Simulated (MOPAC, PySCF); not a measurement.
Lewis adduct: BF3 (SMILES FB(F)F) (first 4 atoms) with CH5N (SMILES CN); geometry from B3LYP-D3(BJ)/def2-TZVP, rigid monomers moved along the line of their centres of mass till B2···N6 is 2.32 Å.
(charge 0, multiplicity 1):
```xyz
11

F     -0.55506    -1.01569     0.57119
B     -0.06718     0.21498     0.94590
F     -0.79610     1.27627     0.45883
F      1.29215     0.34956     0.78142
C      0.40201    -0.88857     4.02511
N     -0.29625     0.16945     3.25625
H      1.46738    -0.80401     3.82894
H      0.05297    -1.85391     3.66880
H      0.20829    -0.79043     5.09220
H      0.00495     1.09234     3.56070
H     -1.30059     0.12252     3.41193
```

Counterpoise-corrected where a basis set is named; no monomer relaxation. Rows marked so take none.

Rows in 3-21G, 6-31G*, STO-3G carry no dispersion term and start afresh at each structure (6-31G* with six Cartesian d functions). The state that PM6 reach isn't checked.

Programs: MOPAC for PM6 (differences of heats of formation); PySCF for 3-21G rows, 6-31G* rows, STO-3G rows. Values without a source in brackets are computed.

### Question
One of these levels gives -23.90 kcal/mol for the interaction energy. Name it.
A) BP86/6-31G* (no counterpoise)
B) HF/STO-3G (no counterpoise)
C) B3LYP/3-21G (no counterpoise)
D) PM6

### Answer
B, HF/STO-3G (no counterpoise). The others give -17.82 (PM6), -29.31 (BP86/6-31G* (no counterpoise)), -38.82 (B3LYP/3-21G (no counterpoise))
